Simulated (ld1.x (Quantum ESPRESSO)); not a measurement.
Results of a calculation; reference values are marked as such.
Potentials for nickel (Ni) compared

Generated with ld1.x 7.5 (TM, RRKJ, ultrasoft, PAW), atompaw 4.2 or ONCVPSP 4.0.1. The cutoff is in Ry: for ld1.x and atompaw files where the sum of valence levels is converged to 10 mRy in a Bessel basis, for ONCV files where the hardest occupied wave has 1 mHa per electron of residual kinetic energy. The error is the largest all-electron minus pseudo excitation energy over each file’s own four to seven test configurations (ionisations up to +4, promotions, holes and added fractions of an electron), all of which were solved. The labels leave out finer settings (local radius, basis sizes, second energies), which also bear on the numbers. Spin-polarised tests are not counted. The rows are a selection from randomly drawn settings: files with unsolved tests, undetermined cutoffs or missed reference levels are left out.

```csv
potential,cutoff (Ry),largest error (meV),bound ghosts
"PAW, revPBE, scalar-relativistic, rc 1.25/1.70/1.05 (spd), local smoothed, core correction yes, reference 3s2 3p6 3d8 4s1.75 4p0",140,-37,none
"ultrasoft, PBEsol, scalar-relativistic, rc 2.25/2.45/0.95 (spd), local smoothed, core correction yes, reference 3d8 4s2 4p0",160,-184,none
"RRKJ, PW91, scalar-relativistic, rc 1.80/3.30/1.40 (spd), local s, core correction no, reference 3d8 4s2 4p0",90,-1122,none
```

**Question.** Fill in the row for Ni: PAW, LDA (PZ), scalar-relativistic, rc 2.40/2.20/1.70 (spd), local smoothed, core correction yes, reference 3d8 4s2 4p0.

**Answer.** cutoff 35 Ry, largest error -210 meV, bound ghosts: none.

**Question.** Fill in the row for Ni: TM, PBEsol, scalar-relativistic, rc 1.70/2.20/1.55 (spd), local s, core correction yes, reference 3d8 4s0 4p0.

**Answer.** cutoff 110 Ry, largest error -468 meV, bound ghosts: none.

**Question.** Fill in the row for Ni: RRKJ, PBEsol, scalar-relativistic, rc 2.20/1.20/1.50 (spd), local s, core correction yes, reference 3p6 3d9 4s1 4p0.

**Answer.** cutoff 90 Ry, largest error -1775 meV, bound ghosts: none.
